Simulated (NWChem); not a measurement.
Molecule: AgH2OCl; SMILES [OH2]->[Ag][Cl]

Computed with NWChem. Geometry: optimised at PBE0/def2-SVP. def2 effective core potentials on Ag; no spin-orbit coupling. Ions are spin-unrestricted doublets at the neutral geometry; other ion states weren't tried. Functional: LC-ωPBE (HJS hole) with def2-SVP; the question gives the range parameter ω in 1/bohr.

What does the run give for range parameter (1/bohr) 0.50? Quantities: vertical ionisation energy, ΔSCF (eV); −ε(HOMO) (eV).


```yaml
vertical ionisation energy, ΔSCF (eV): 9.31
"−ε(HOMO) (eV)": 9.71
```
